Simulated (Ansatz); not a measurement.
Cost and result up the ladder for the cluster Cd₇Se₆Br₂ (15 atoms). Total charge 0; singlet. Geometry: PBE-D4/def2-SVP.

Cartesian coordinates in Å:
```
Cd -2.5158 0.0174 -0.6057
Cd 0.0741 0.0635 -2.7943
Cd 2.1228 -0.9032 1.4625
Cd -0.2117 1.5933 0.8819
Cd -2.2874 0.0632 2.9747
Cd 0.0855 -3.4299 -1.3870
Cd 2.7461 -1.7172 -1.0538
Se -0.5631 -1.1333 1.2951
Se -2.8420 1.9291 1.1227
Se 0.7793 2.3563 -1.6222
Se -2.1629 -1.1319 -2.8129
Se 2.4359 1.8544 1.6250
Se 2.9180 1.7624 -0.7153
Br 2.4158 -0.9079 -3.6668
Br -2.9945 -0.4163 5.2962
```

Ansatz on 2 threads of AMD EPYC 7R13 on a shared host and a share (18 GiB) of an NVIDIA H100 80GB HBM3. Times are rough, and most runs start from the orbitals of an earlier one. No level here is sound enough to serve as a yardstick. Binding counts from free atoms at the same level (Cd singlet, Se triplet, Br doublet; other spins of the atoms weren't run), without zero-point energy or a counterpoise term.

In the def2 sets Cd takes a core potential; there is no spin–orbit coupling. Correlated methods freeze 72 core orbitals; core or outer-core shells of Cd, Se, Br are correlated, in sets that lack core-valence functions. The rows differ in basis, and correlated rows in double-zeta sets carry the largest basis error. Single mean-field runs in def2-SVP, def2-TZVP are fitted with def2-universal-jkfit. Another isomer (singlet) lies 0.41 eV lower at PBE0-D4/def2-TZVP; other spin states weren't run for this one.

Correlated methods converge slowly with the basis, most of all in double-zeta sets.

```
                        level  functions  wall time  binding energy per atom (eV)
             BLYP-D4/def2-SVP        473      3.8 s                          1.74
             PBE-D4/def2-TZVP        664      4.3 s                          1.87
           r2SCAN-D4/def2-SVP        473      4.9 s                          1.90
PBE-D4/def2-SVP (with forces)        473      5.5 s                          1.91
            PBE0-D4/def2-TZVP        664        7 s                          1.86
             PBE0-D4/def2-SVP        473        7 s                          1.87
                 MP2/def2-SVP        473        8 s                          1.78
             RPA@PBE/def2-SVP        473      9.5 s                          1.45
```
